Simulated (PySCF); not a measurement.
# Bonding in `CC(C)O[Si@H](C)[SiH2]CCl`

Species: C5H15ClOSi2.
Numbering: `[CH3:1][CH:2]([CH3:3])[O:4][Si@H:5]([CH3:6])[SiH2:7][CH2:8][Cl:9]` (hydrogens: H10, H11, H12 on C1; H13 on C2; H14, H15, H16 on C3; H17 on Si5; H18, H19, H20 on C6; H21, H22 on Si7; H23, H24 on C8)

Cartesian coordinates in Å at the GFN2-xTB level; atoms count from 1:
```xyz
24
C5H15ClOSi2 angstrom
C     -3.0495    0.8626   -0.7188
C     -2.0608   -0.2837   -0.5287
C     -2.4533   -1.1626    0.6544
O     -0.7858    0.2733   -0.3254
Si     0.7033   -0.3183   -0.5857
C      1.1392   -1.8338    0.4927
Si     1.8899    1.5857   -0.0594
C      3.6741    1.4337   -0.7463
Cl     4.4284   -0.0406   -0.0888
H     -2.7372    1.4878   -1.5513
H     -4.0441    0.4729   -0.9180
H     -3.0777    1.4733    0.1802
H     -2.0354   -0.8965   -1.4412
H     -3.4538   -1.5610    0.5098
H     -1.7545   -1.9877    0.7561
H     -2.4333   -0.5740    1.5683
H      0.8040   -0.7927   -1.9854
H      0.9033   -1.6536    1.5396
H      2.2006   -2.0556    0.4350
H      0.6055   -2.7313    0.1851
H      1.4256    2.8637   -0.6301
H      2.0737    1.8532    1.3764
H      3.7151    1.3428   -1.8288
H      4.3111    2.2618   -0.4485
```

Bond orders from the PBE0/pcSseg-1 density (PySCF). One conformer (not necessarily the lowest) at the GFN2-xTB geometry, without solvent, vibrations or thermal averaging.

(1) How far do the computed orders between heavy atoms stray from the drawn ones?

(2) Give the Mayer order of every bond between heavy atoms, beside its length.

## Answers

(1) The largest departure is 0.167, at Si7–C8 (drawn single, 0.833). Drawn single, order below 0.88: C2–O4 (0.846) and Si7–C8 (0.833).

(2) 
```csv
bond,drawn as,length (Å),Mayer order
C1–C2,single,1.526,1.036
C2–C3,single,1.525,1.042
C2–O4,single,1.406,0.846
O4–Si5,single,1.623,0.958
Si5–C6,single,1.910,0.928
Si5–Si7,single,2.304,0.914
Si7–C8,single,1.918,0.833
C8–Cl9,single,1.782,0.941
```

Bonds between the same two heavy elements. C–C: all 2 within 0.02 of one another (1.036 to 1.042). C–Si: lowest Si7–C8 (0.833, 1.918 Å), highest Si5–C6 (0.928, 1.910 Å).

**Question.** And the bonds to hydrogen?

**Answer.** C–H: 0.94 to 0.97 (12 bonds); H–Si: 0.91 to 0.94 (3 bonds).

**Question.** Sum the orders of all bonds at each heavy atom with more than one neighbour and set the sums beside the valence in the SMILES.

**Answer.** C1 3.926 (drawn 4), C2 3.864 (drawn 4), C3 3.920 (drawn 4), O4 1.804 (drawn 2), Si5 3.707 (drawn 4), C6 3.785 (drawn 4), Si7 3.627 (drawn 4), C8 3.654 (drawn 4). Orders between atoms that aren't bonded are not in these sums.

For a closed shell the Mayer order of atoms A and B is Σ (PS)μν (PS)νμ over the basis functions μ on A and ν on B, with P the density and S the overlap matrix.

These values come from a run that also computed NMR shieldings. The run took 2.6 min wall (grids of density and orbitals included) on one thread, AMD EPYC (x86_64), no GPU, shared host with 64 logical CPUs at a one-minute load of 59, and the process peaked at 1.1 GiB of memory.
